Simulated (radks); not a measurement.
The nuclear charge of the neodymium ion Nd2+ is varied continuously with 58 electrons held in [Xe] 4f4. All-electron calculation, non-relativistic Kohn-Sham, PBE, spin-unpolarised, spherical densities, point nucleus; relativity is left out, which matters for an element this heavy. Program: a radial shooting solver on a logarithmic mesh with Libxc functionals. By the Hellmann-Feynman theorem dE/dZ = E(electron-nucleus)/Z, the electronic potential at the nucleus.

Z = 59: E (hartree) -8923.4069; E(electron-nucleus)/Z (hartree) -358.416; HOMO 4f; e(HOMO) (eV) -3.453; <r> HOMO (bohr) 1.308
Z = 59.25: E (hartree) -9013.2621; E(electron-nucleus)/Z (hartree) -360.422; HOMO 4f; e(HOMO) (eV) -6.255; <r> HOMO (bohr) 1.189
Z = 59.5: E (hartree) -9103.6168; E(electron-nucleus)/Z (hartree) -362.413; HOMO 4f; e(HOMO) (eV) -9.586; <r> HOMO (bohr) 1.115
Z = 59.75: E (hartree) -9194.4680; E(electron-nucleus)/Z (hartree) -364.396; HOMO 4f; e(HOMO) (eV) -13.274; <r> HOMO (bohr) 1.060
Z = 60: E (hartree) -9285.8141; E(electron-nucleus)/Z (hartree) -366.372; HOMO 4f; e(HOMO) (eV) -17.247; <r> HOMO (bohr) 1.016
Z = 60.25: E (hartree) -9377.6537; E(electron-nucleus)/Z (hartree) -368.344; HOMO 4f; e(HOMO) (eV) -21.465; <r> HOMO (bohr) 0.9795
Z = 60.5: E (hartree) -9469.9858; E(electron-nucleus)/Z (hartree) -370.312; HOMO 4f; e(HOMO) (eV) -25.903; <r> HOMO (bohr) 0.9479
Z = 60.75: E (hartree) -9562.8096; E(electron-nucleus)/Z (hartree) -372.278; HOMO 4f; e(HOMO) (eV) -30.545; <r> HOMO (bohr) 0.9200
Z = 61: E (hartree) -9656.1244; E(electron-nucleus)/Z (hartree) -374.241; HOMO 4f; e(HOMO) (eV) -35.377; <r> HOMO (bohr) 0.8952

The central difference of E at Z = 60 is -366.371 hartree, to compare with the third column; the second derivative is -7.9 hartree.
